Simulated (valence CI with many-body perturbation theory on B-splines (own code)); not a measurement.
Level structure of Cu XXIII

Calculated by relativistic CI+MBPT: five valence electrons over a frozen Dirac-Fock core [He], a basis of 11 s, 11 p, 10 d, 8 f, 5 g, 2 h functions for each j, with the one-electron correlation potential Σ1, the two-electron term Σ2, the three-electron term Σ3, Breit, model QED; selected CI, second order for the rest, scaled by the run's own slope (own B-spline code, finite nucleus).

No measured levels were compared; by estimate levels of excited configurations hold to 0.05 to 0.15 % of their energy, terms of the ground configuration to about 0.5 %. Among the levels kept, up to 5500 cm⁻¹ of a level comes from second order outside the variational space, and about a tenth of that is noise between levels of different J, which matters for small intervals.

Levels 181 to 206 of 206, with energies above the lowest level, 2s2 2p3 4S°_3/2. "Leading %" is the weight of the configuration and term that name the level; weights of strongly mixed levels are sums over their largest components and can fall short, so below about 35 % the name and the second component can differ from the true leading terms, or belong to a minority configuration. In the jj column 3d3/2^4 stands for four electrons in 3d with j = 3/2. Lifetimes count E1, E2, E3, M1 and M2 decay at the calculated energies, and are blank where another channel may lead or the interval is too uncertain; long ones can be off by a factor of two.

| No. | Configuration | Term | J | E (eV) | Leading % | Leading jj | Lifetime | Second component |
| --- | --- | --- | --- | --- | --- | --- | --- | --- |
| 181 | 2s 2p3 3d | 4P° | 1/2 | 1370.3 | 59 | 2s 2p3/2^3 3d3/2 (54 %) | 35.0 fs | 11 % 2s 2p3 3d 4D° |
| 182 | 2s 2p3 3d | 4D° | 7/2 | 1370.4 | 47 | 2s 2p1/2 2p3/2^2 3d5/2 (33 %) | 152 fs | 31 % 2s 2p3 3d 2F° |
| 183 | 2s 2p3 3d | 4D° | 5/2 | 1370.5 | 31 | 2s 2p1/2 2p3/2^2 3d5/2 (39 %) | 69.4 fs | 22 % 2s 2p3 3d 2F° |
| 184 | 2s 2p3 3d | 4D° | 3/2 | 1371.4 | 35 | 2s 2p3/2^3 3d3/2 (36 %) | 44.8 fs | 26 % 2s 2p3 3d 4P° |
| 185 | 2s 2p3 3d | 2F° | 5/2 | 1373.2 | 55 | 2s 2p1/2 2p3/2^2 3d5/2 (50 %) | 153 fs | 13 % 2s 2p3 3d 4D° |
| 186 | 2s 2p3 3d | 2F° | 7/2 | 1375.8 | 50 | 2s 2p3/2^3 3d5/2 (27 %) | 62.8 fs | 32 % 2s 2p3 3d 2G° |
| 187 | 2s 2p3 3d | 2P° | 1/2 | 1379.0 | 67 | 2s 2p1/2 2p3/2^2 3d5/2 (34 %) | 36.0 fs | 9 % 2s 2p3 3d 4D° |
| 188 | 2s 2p3 3d | 2D° | 5/2 | 1379.2 | 62 | 2s 2p1/2 2p3/2^2 3d3/2 (32 %) | 45.0 fs | 29 % 2s 2p3 3d 2F° |
| 189 | 2s 2p3 3p | 2P | 1/2 | 1380.4 | 42 | 2s 2p3/2^3 3p1/2 (60 %) | 494 fs | 36 % 2s 2p3 3p 2S |
| 190 | 2s 2p3 3p | 2P | 3/2 | 1380.6 | 56 | 2s 2p3/2^3 3p1/2 (63 %) | 272 fs | 24 % 2s 2p3 3p 2D |
| 191 | 2s 2p3 3p | 2D | 5/2 | 1380.6 | 76 | 2s 2p3/2^3 3p3/2 (68 %) | 351 fs | 16 % 2s 2p3 3p 4P |
| 192 | 2s 2p3 3p | 2P | 3/2 | 1382.4 | 65 | 2s 2p3/2^3 3p3/2 (64 %) | 795 fs | 24 % 2s 2p3 3p 2D |
| 193 | 2s 2p3 3d | 2P° | 3/2 | 1383.6 | 42 | 2s 2p1/2 2p3/2^2 3d3/2 (40 %) | 38.1 fs | 32 % 2s 2p3 3d 4D° |
| 194 | 2s 2p3 3d | 4D° | 5/2 | 1384.7 | 64 | 2s 2p1/2 2p3/2^2 3d3/2 (51 %) | 112 fs | 16 % 2s 2p3 3d 2D° |
| 195 | 2s 2p3 3d | 4D° | 7/2 | 1385.9 | 69 | 2s 2p1/2 2p3/2^2 3d5/2 (68 %) | 162 fs | 18 % 2s 2p3 3d 2F° |
| 196 | 2s 2p3 3d | 2D° | 3/2 | 1385.9 | 43 | 2s 2p1/2 2p3/2^2 3d3/2 (58 %) | 62.5 fs | 28 % 2s 2p3 3d 2P° |
| 197 | 2s 2p3 3d | 4D° | 1/2 | 1387.0 | 72 | 2s 2p1/2 2p3/2^2 3d3/2 (70 %) | 49.4 fs | 21 % 2s 2p3 3d 2P° |
| 198 | 2s 2p3 3d | 2D° | 3/2 | 1390.1 | 50 | 2s 2p1/2 2p3/2^2 3d5/2 (55 %) | 59.5 fs | 22 % 2s 2p3 3d 4D° |
| 199 | 2s 2p3 3p | 2P | 1/2 | 1391.5 | 57 | 2s 2p3/2^3 3p3/2 (72 %) | 583 fs | 35 % 2s 2p3 3p 2S |
| 200 | 2s 2p3 3d | 2D° | 5/2 | 1392.6 | 67 | 2s 2p1/2 2p3/2^2 3d5/2 (49 %) | 69.0 fs | 11 % 2s 2p3 3d 4D° |
| 201 | 2s 2p3 3d | 2G° | 9/2 | 1394.3 | 87 | 2s 2p1/2 2p3/2^2 3d5/2 (62 %) | 14.5 ps | 12 % 2s 2p3 3d 4F° |
| 202 | 2s 2p3 3d | 2G° | 7/2 | 1395.7 | 54 | 2s 2p3/2^3 3d5/2 (32 %) | 7.59 ps | 40 % 2s 2p3 3d 2F° |
| 203 | 2s 2p3 3d | 2F° | 7/2 | 1397.9 | 69 | 2s 2p3/2^3 3d3/2 (35 %) | 32.9 fs | 15 % 2s 2p3 3d 2G° |
| 204 | 2s 2p3 3d | 2F° | 5/2 | 1398.4 | 73 | 2s 2p3/2^3 3d3/2 (47 %) | 32.8 fs | 13 % 2s 2p3 3d 2D° |
| 205 | 2s 2p3 3d | 2P° | 3/2 | 1399.9 | 65 | 2s 2p1/2 2p3/2^2 3d3/2 (48 %) | 32.5 fs | 20 % 2s 2p3 3d 2D° |
| 206 | 2p4 3s | 4P | 5/2 | 1400.2 | 82 | 2p1/2^2 2p3/2^2 3s (88 %) | 2.12 ps | 12 % 2p4 3s 2D |

Names give the largest LS component (configuration and term), which can be under half, so a name can repeat, a term be missing and a line seem to break the LS rules; names also repeat where a configuration has a term twice.
